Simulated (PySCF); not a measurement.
# 29Si chemical shifts

Theory: GFN2-xTB structure, NMR shieldings at PBE0/pcSseg-1/GIAO, in PySCF 2.14 (non-relativistic Hamiltonian, a single conformation, rapidly exchanging positions averaged, in vacuum).

Shieldings were converted by a linear fit to measured shifts: 29Si: δ = 279.94 − 0.822σ (rms 8.9 ppm, 72 shifts, 25.8 ppm with the 6 outliers that the fit left out vs TMS, solution or neat liquid). A few per cent of atoms miss by over 2 rms, more outside the fitted compound classes.

Q: Give the 29Si shifts of `CCN[Si@H](N)F`.

A: 
| compound | environment | δ (ppm) |
| --- | --- | --- |
| CCN[Si@H](N)F | silicon bonded to F, 2 N, H | -36.3 |

Q: Order these by 29Si shift, lowest first.
A. CCN[Si@H](N)F
B. C[SiH]1CC1
C. C#C[SiH2]/C=N\C
D. F/C=C(/F)[C@@H]([SiH3])C1CC1

A: B (-109.7 ppm, silicon bonded to 3 C, H, in a 3-membered ring), C (-86.7 ppm, silicon bonded to 2 C, 2 H), D (-62.5 ppm, silicon bonded to C, 3 H), A (-36.3 ppm, silicon bonded to F, 2 N, H).
